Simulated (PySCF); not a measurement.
A side-by-side comparison of computed properties.

First species: 1,2-dimethylpropyl formate, C6H12O2.
InChI=1S/C6H12O2/c1-5(2)6(3)8-4-7/h4-6H,1-3H3/t6-/m0/s1

Second species: C₆H₁₂O₂.
SMILES with atom numbers: `[CH3:1][CH2:2][CH2:3][C@@H:4]([CH:5]=[O:6])[O:7][CH3:8]` (hydrogens: H9, H10, H11 on C1; H12, H13 on C2; H14, H15 on C3; H16 on C4; H17 on C5; H18, H19, H20 on C8)

Levels: PBE0/def2-SVPD for dipole moment, HOMO energy, LUMO energy, HOMO–LUMO gap, static isotropic polarisability and electronic spatial extent ⟨r²⟩ about the centre of nuclear charge; TDDFT PBE0/def2-SVPD for lowest singlet excitation; TDA PBE0/def2-SVPD for lowest triplet excitation (Tamm–Dancoff); GFN2-xTB for rotational constant A and rotational constant C. Geometries: GFN2-xTB. Each structure is a single optimised conformer of the isolated species, non-relativistic unless stated; the electronic structure was computed with PySCF and density fitting.

Dipoles, sizes and rotational constants follow the conformer. The torsions of the flexible species, by atom-mapped SMILES:
- `[CH3:1][CH:2]([CH3:3])[C@H:4]([CH3:5])[O:6][CH:7]=[O:8]`: C1–C2–C4–C5 -174°, C2–C4–O6–C7 -150°, C4–O6–C7–O8 0°
- `[CH3:1][CH2:2][CH2:3][C@@H:4]([CH:5]=[O:6])[O:7][CH3:8]`: C1–C2–C3–C4 -178°, C2–C3–C4–C5 74°, C3–C4–C5–O6 -86°, C3–C4–O7–C8 169°

(1) Which has the higher S1 energy?

(2) Which of the two has the higher HOMO–LUMO gap, and by how much?

(3) Which has the higher ⟨r²⟩?

(4) Which of the two has the higher HOMO energy, and by how much?

(5) Which has the higher rotational constant A?

(6) Which of the two has the higher rotational constant C, and by how much?

(7) Which has the higher T1 energy?

(8) Which has the higher LUMO energy?

Results:

(1) The first: 5.96 eV against 4.07 eV, a difference of 1.89 eV.

(2) The first: 8.37 eV against 6.25 eV, a difference of 2.12 eV.

(3) The second: 1333 bohr² against 1111 bohr², a difference of 222 bohr².

(4) The second: -7.29 eV against -8.26 eV, a difference of 0.97 eV.

(5) The first: 3.150 GHz against 3.060 GHz, a difference of 0.090 GHz.

(6) The first: 1.187 GHz against 0.903 GHz, a difference of 0.284 GHz.

(7) The first: 5.37 eV against 3.46 eV, a difference of 1.91 eV.

(8) The first: 0.11 eV against -1.04 eV, a difference of 1.15 eV.

On the first: The polarisability is 11.81 Å³ as a volume (1 au = 0.148185 Å³), or 1.25 au for each of the 64 electrons. The principal polarisabilities are 72.7, 77.5 and 88.8 au; their mean is the isotropic value.

On the second: The polarisability is 12.03 Å³ as a volume (1 au = 0.148185 Å³), or 1.27 au for each of the 64 electrons. The vertical singlet–triplet gap S1 − T1 is 0.61 eV (TDDFT singlet less Tamm–Dancoff triplet; S1: HOMO→LUMO, weight 0.93; T1: HOMO→LUMO, weight 0.89).
